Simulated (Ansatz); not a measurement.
`O/C(F)=C\Br` and `O/C=C(\O)F` differ in one atom or group.

Ansatz, PBE0-D4/def2-TZVP geometries, multiplicity 1. Each molecule was computed in one conformer, which needn't be the lowest.

Scalar relativity is left out up to krypton.

| property | `O/C(F)=C\Br` |
| --- | --- |
| size of the dipole moment (B3LYP/def2-TZVPP) / D | 0.93 |
| HOMO–LUMO gap (PBE/def2-TZVPP) / eV | 4.49 |
| HOMO energy (ωB97M-V/def2-TZVPP) / eV | -9.07 |
| size of the dipole moment (PBE/def2-TZVPP) / D | 0.82 |
| HOMO energy (B3LYP/def2-TZVPP) / eV | -6.68 |
| LUMO energy (PBE0/def2-TZVPP) / eV | -0.10 |

(1) What does the change do to each property? (Estimate.)

Answers

(1) The calculation gave: 
```json
{"property": "size of the dipole moment (B3LYP/def2-TZVPP) / D", "`O/C=C(\\O)F`": "2.56", "shift": "1.63"}
{"property": "HOMO–LUMO gap (PBE/def2-TZVPP) / eV", "`O/C=C(\\O)F`": "4.85", "shift": "0.36"}
{"property": "HOMO energy (ωB97M-V/def2-TZVPP) / eV", "`O/C=C(\\O)F`": "-8.71", "shift": "0.36"}
{"property": "size of the dipole moment (PBE/def2-TZVPP) / D", "`O/C=C(\\O)F`": "2.45", "shift": "1.63"}
{"property": "HOMO energy (B3LYP/def2-TZVPP) / eV", "`O/C=C(\\O)F`": "-6.25", "shift": "0.43"}
{"property": "LUMO energy (PBE0/def2-TZVPP) / eV", "`O/C=C(\\O)F`": "0.62", "shift": "0.72"}
```

With PBE0 the HOMO rises by 0.45 eV and the LUMO rises by 0.72 eV, so the gap widens by about 0.27 eV. PBE moves the HOMO by 0.52 eV and ωB97M-V by 0.36 eV. Dipoles are sizes alone; their direction can turn.

B3LYP here is the variant with VWN-RPA as its local correlation; programs differ in this.

Spin–orbit coupling is left out; it splits and shifts lone-pair levels of the heavy atoms by tenths of an eV.
